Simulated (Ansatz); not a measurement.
`CO[CH2][GaH][ZnH]`, 12 atoms. The species carries charge 0 and has multiplicity 1. For Zn the d shell is correlated and the shells below it are frozen. Correlated methods include outer-core shells of Ga, which these sets cover unevenly. Scalar relativity is left out up to krypton. All runs use 2 threads of an AMD EPYC 7R13 on a shared host and a share of an NVIDIA H100 80 GB. Correlated methods freeze the cores. Open-shell runs search over several starts.

(1) How many basis functions does each run have, and how long does it take in Ansatz? RKS B2PLYP (frozen core with 3s3p of Cu, Zn)/def2-TZVPP energy; RHF-CCSD(T) with 3s3p of Cu, Zn/def2-SVP energy; RKS PBE0-D4/def2-TZVP relaxation (18 steps); UKS ωB97X-V/def2-TZVPP energy of the cation; RKS ωB97M-V/def2-TZVPP energy and forces; UKS ωB97M-V/def2-TZVPP energy of the cation; UKS PBE0-D4/def2-TZVPP energy of the cation; UKS PBE-D4/def2-TZVPP energy of the cation; UKS r2SCAN-D4/def2-TZVPP energy of the cation; UKS B3LYP-D4/def2-TZVPP energy of the cation; RKS ωB97M-V/def2-QZVPP energy; RKS SPW92 (LDA)/def2-TZVPP energy. (Best estimate.)

## Answers

(1) Ansatz gave: Other jobs shared the machine, so times are rough.

```
                                                  level                    job  functions  wall time  peak host memory (GiB)
                             RKS SPW92 (LDA)/def2-TZVPP                 energy        303      1.8 s                    0.82
                                 UKS PBE0-D4/def2-TZVPP   energy of the cation        303      2.3 s                    0.92
                                UKS B3LYP-D4/def2-TZVPP   energy of the cation        303      2.4 s                    0.92
                                  UKS PBE-D4/def2-TZVPP   energy of the cation        303      2.5 s                     0.9
                                 RKS ωB97M-V/def2-TZVPP      energy and forces        303      2.8 s                       1
               RHF-CCSD(T) with 3s3p of Cu, Zn/def2-SVP                 energy        140      2.9 s                     0.8
                               UKS r2SCAN-D4/def2-TZVPP   energy of the cation        303      3.2 s                    0.97
RKS B2PLYP (frozen core with 3s3p of Cu, Zn)/def2-TZVPP                 energy        303      3.5 s                     1.4
                                 RKS ωB97M-V/def2-QZVPP                 energy        570        4 s                     1.3
                                 UKS ωB97X-V/def2-TZVPP   energy of the cation        303      4.5 s                     1.1
                                 UKS ωB97M-V/def2-TZVPP   energy of the cation        303      4.7 s                     1.1
                                  RKS PBE0-D4/def2-TZVP  relaxation (18 steps)        231       28 s                    0.93
```

B3LYP here is the variant with VWN-RPA as its local correlation; programs differ in this.
